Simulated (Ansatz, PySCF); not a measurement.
Pair of molecules: N2 (SMILES N#N) (first 2 atoms) with CHN (SMILES C#N); geometry from B3LYP-D3(BJ)/def2-TZVP, rigid monomers moved along the line of their centres of mass till N2···H5 is 3.42 Å.
(charge 0, multiplicity 1):
```xyz
5

N      0.0639     0.3230    -1.0964
N      0.0305     0.1182    -0.0260
C     -0.1074    -0.7348     4.3816
N     -0.1426    -0.9532     5.5064
H     -0.0745    -0.5303     3.3336
```

Counterpoise-corrected where a basis set is named; no monomer relaxation.

Cores are frozen in the correlated methods. CBS: X⁻³ extrapolation of the correlation energy, Hartree–Fock from the larger set.

Programs: Ansatz (an electronic-structure program); PySCF for the dispersion terms. Each number belongs to the level named beside it.

PBE/def2-TZVPPD gives -0.55 kcal/mol for the interaction energy.

Task: How do the other levels lie against it? Give each less PBE: PBE-D3(BJ)/def2-TZVPPD, r2SCAN/def2-TZVPPD, PBE0/def2-TZVPPD, wB97M-V/def2-TZVPPD, MP2/CBS(aug-cc-pVDZ, aug-cc-pVTZ), CCSD(T)/CBS(aug-cc-pVDZ, aug-cc-pVTZ).

Result: PBE-D3(BJ)/def2-TZVPPD -0.14; r2SCAN/def2-TZVPPD 0.11; PBE0/def2-TZVPPD 0.04; wB97M-V/def2-TZVPPD -0.01; MP2/CBS(aug-cc-pVDZ, aug-cc-pVTZ) -0.08; CCSD(T)/CBS(aug-cc-pVDZ, aug-cc-pVTZ) -0.04 kcal/mol. 2 of 6 lie above PBE; the widest gap is to PBE-D3(BJ)/def2-TZVPPD.
